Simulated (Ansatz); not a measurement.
Reaction (ligand exchange at a B–O bond): `CBO[SiH2][SiH3]` + CH₃NH₂ → `CBNC` + `O[SiH2][SiH3]`

Calculated with Ansatz (gas phase, PBE0-D4/def2-TZVP geometries, no zero-point term in ΔE). CCSD(T)/CBS adds triple-zeta CCSD(T) − MP2 to the extrapolated MP2 energy (def2 sets, frozen cores). Functionals use def2-TZVPP. B3LYP here is the variant with VWN-RPA as its local correlation; programs differ in this. HSE06 is defined as in plane-wave codes. Each species was taken in one conformer, which may not be the lowest.

`CBO[SiH2][SiH3]`:

Z-matrix (Å, degrees):
```
C
B 1 1.565
H 1 1.097 2 109.1
H 1 1.093 2 115.6 3 -122.0
H 1 1.095 2 110.0 3 114.9
O 2 1.356 1 123.7 3 118.0
H 2 1.203 1 120.5 3 -61.4
Si 6 1.659 2 133.9 1 0.6
Si 8 2.344 6 111.1 2 -72.5
H 8 1.490 6 110.3 2 49.9
H 8 1.485 6 106.4 2 167.1
H 9 1.487 8 110.6 6 -57.8
H 9 1.489 8 109.4 6 -177.7
H 9 1.488 8 110.5 6 62.6
```

CH₃NH₂:

Z-matrix (Å, degrees):
```
C
N 1 1.453
H 1 1.092 2 109.4
H 1 1.100 2 115.4 3 -121.6
H 1 1.092 2 109.4 3 116.8
H 2 1.012 1 110.6 3 62.6
H 2 1.012 1 110.6 3 -179.3
```

`CBNC`:

Cartesian coordinates in Å:
```
C 0.891 -1.742 -0.399
B -0.070 -0.505 -0.483
N -0.003 0.540 0.430
C -0.826 1.725 0.459
H 1.602 -1.704 0.432
H 1.466 -1.845 -1.327
H 0.316 -2.670 -0.307
H -0.903 -0.420 -1.348
H 0.685 0.500 1.168
H -1.535 1.683 -0.368
H -1.394 1.802 1.392
H -0.229 2.636 0.351
```

`O[SiH2][SiH3]`:

Cartesian coordinates in Å:
```
O 1.917 0.768 0.159
Si 0.324 0.940 -0.250
Si -0.883 -1.059 -0.014
H 2.117 0.474 1.049
H -0.338 1.992 0.577
H 0.325 1.386 -1.666
H -2.316 -0.831 -0.344
H -0.799 -1.545 1.393
H -0.349 -2.125 -0.905
```

| level | ΔE (kJ/mol) | difference from CCSD(T)/CBS |
| --- | --- | --- |
| PBE-D4 | -16.2 | -6.3 |
| revPBE-D4 | -14.1 | -4.2 |
| BLYP-D4 | -9.5 | 0.4 |
| B97M-V | -7.3 | 2.6 |
| PBE0-D4 | -13.1 | -3.2 |
| B3LYP-D4 | -7.9 | 2.0 |
| r2SCANh-D4 | -11.2 | -1.3 |
| r2SCAN0-D4 | -10.3 | -0.4 |
| HSE06-D4 | -13.3 | -3.4 |
| BHLYP-D4 | -3.5 | 6.4 |
| CAM-B3LYP-D4 | -8.6 | 1.3 |
| ωB97X-V | -8.5 | 1.4 |
| ωB97M-V | -10.0 | -0.1 |
| PBE | -19.5 | -9.6 |
| revPBE | -18.6 | -8.7 |
| BLYP | -15.4 | -5.5 |
| r2SCAN | -12.9 | -3.0 |
| PBE0 | -16.3 | -6.4 |
| B3LYP | -13.2 | -3.3 |
| r2SCANh | -12.4 | -2.5 |
| r2SCAN0 | -11.8 | -1.9 |
| HSE06 | -16.4 | -6.5 |
| BHLYP | -8.7 | 1.2 |
| CAM-B3LYP | -12.2 | -2.3 |
| LC-ωPBE | -14.5 | -4.6 |
| RPA@PBE/def2-TZVPP | -8.3 | 1.6 |
| HF/def2-SVP | 3.4 | 13.3 |
| MP2/def2-SVP | -8.2 | 1.7 |
| CCSD/def2-SVP | -6.1 | 3.8 |
| CCSD(T)/def2-SVP | -7.1 | 2.8 |
| HF/def2-TZVPP | 0.7 | 10.6 |
| MP2/def2-TZVPP | -11.7 | -1.8 |
| CCSD/def2-TZVPP | -8.7 | 1.2 |
| CCSD(T)/def2-TZVPP | -10.0 | -0.1 |
| HF/def2-QZVPP | 1.5 | 11.4 |
| MP2/def2-QZVPP | -11.5 | -1.6 |
| SCS-MP2/def2-QZVPP | -9.1 | 0.8 |
| HF/CBS(def2) | 1.6 | 11.5 |
| MP2/CBS(def2) | -11.7 | -1.8 |
| CCSD/CBS(def2) | -8.7 | 1.2 |
| CCSD(T)/CBS | -9.9 | 0 |

Largest T1 diagnostic among the species: 0.013.

In def2-TZVPP, CCSD(T) changes the Hartree–Fock value by −10.6 kJ/mol (the triples alone add −1.3 kJ/mol) and MP2 by −12.4 kJ/mol. From PBE to PBE0 (25 % exact exchange), in def2-TZVPP and without D4, ΔE moves by +3.2 kJ/mol.
